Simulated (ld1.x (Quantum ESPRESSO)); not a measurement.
## What the settings do to the TM potential of strontium (Sr)

Base potential:

* Element: Sr
* Generator: ld1.x (Quantum ESPRESSO) 7.5
* Type: norm-conserving Troullier–Martins (Kleinman–Bylander form)
* Functional: PBE
* Relativity: fully relativistic
* Frozen core: [Kr]
* Valence charge: 2
* Reference configuration: 4d0 5s1 5p1
* Partial waves: 5s (bound): rc 3.75 bohr; 5p (bound): rc 4.20 bohr; 4d (bound, empty): rc 2.20 bohr
* Local potential: all-electron potential smoothed inside 1.95 bohr (lloc = -1)
* Core correction: a·sin(br)/r model core inside 1.15 bohr

Open shells are filled in proportion to 2j + 1 (rel_dist='average').

All-electron outer shells of the reference configuration (PBE, scalar-relativistic, ld1.x):

```csv
shell,level (eV),outermost node (bohr),outermost maximum (bohr)
4s,-42.22,0.59,1.19
4p,-24.12,0.61,1.33
5s,-4.18,1.64,3.62
4d,-2.17,0.65,2.04
5p,-1.83,1.95,4.77
```

Cutoffs, loose and tight: the cutoffs (Ry, on a coarse ladder) from which the occupation-weighted sum of valence levels, in a spherical-Bessel basis at the reference potential, stays within 10 and 1 mRy of its value at 400 Ry. They do not see the model core or the augmentation charge, which bear on the density cutoff. Test errors are all-electron minus pseudo excitation energies from the reference, over the configurations 4d0 5s2 5p0; 4d0 5s1 5p0; 4d0 5s1.5 5p0; 4d0.5 5s1.5 5p0; 4d0 5s0 5p1; 4d1 5s1 5p0; 4d1 5s0 5p0. A dash means not determined; rows that change the core or the reference have their own tests. The largest error is taken over the tests solved by every variant that gives reliable tests at all: 4d0 5s1 5p0; 4d0 5s1.5 5p0; 4d0 5s2 5p0; 4d0.5 5s1.5 5p0; 4d1 5s0 5p0; 4d1 5s1 5p0.

For the base: The cutoffs count occupied waves only; the empty 4d level needs 18 Ry at the loose tolerance.

A true bound ghost makes a file unfit for plane-wave use even where its test errors are small: the radial tests pick states by their node count and pass the ghost by. Where a test does run into it, the solver fails or the error is huge.

```csv
change,outcome,"cutoff, loose","cutoff, tight",bound ghosts,largest test error (meV)
base,generated,6 Ry,8 Ry,"s, p3/2, p1/2",-101
wave 5p (bound): rc 4.20 bohr becomes 5p (bound): rc 5.24 bohr,generated,6 Ry,8 Ry,"s, p3/2, p1/2",-100
local potential the d channel,generated,6 Ry,8 Ry,"s, p3/2, p1/2",-101
local potential all-electron potential smoothed inside 2.08 bohr (lloc = -1),generated,6 Ry,8 Ry,"s, p3/2, p1/2",-101
type TM semilocal; scalar-relativistic; local potential the d channel,generated,6 Ry,8 Ry,none,-103
core correction a·sin(br)/r model core inside 1.36 bohr,generated,6 Ry,8 Ry,"s, p3/2, p1/2",-101
scalar-relativistic,generated,6 Ry,8 Ry,"s, p",-103
wave 5s (bound): rc 3.75 bohr becomes 5s (bound): rc 5.48 bohr,generated,6 Ry,6 Ry,"s, p3/2, p1/2",-55
```

Problem. What comes out with this change to the base: core [Ar] 3d10, valence charge 10; reference 4s2 4p6 4d1 5s1 5p0; waves now 4p (bound): rc 2.55 bohr; 4d (bound): rc 3.45 bohr; 4s (bound): rc 1.95 bohr; local potential the s channel; core correction none?

Solution. outcome: generated, misses its reference levels by 0.27 eV; cutoff, loose: 25 Ry; cutoff, tight: 45 Ry; bound ghosts: none; largest test error (meV): -569.

Problem. What comes out with this change to the base: reference 4d0 5s2 5p0?

Solution. outcome: generated; cutoff, loose: 6 Ry; cutoff, tight: 8 Ry; bound ghosts: s, p3/2, p1/2; largest test error (meV): -71 over the solved tests; 2 of 7 tests not solved or not reliable.

Problem. What comes out with this change to the base: wave 4d (bound): rc 2.20 bohr becomes 4d (bound): rc 1.36 bohr?

Solution. outcome: generated; cutoff, loose: 6 Ry; cutoff, tight: 8 Ry; bound ghosts: d3/2, s, p3/2, p1/2; largest test error (meV): -102.
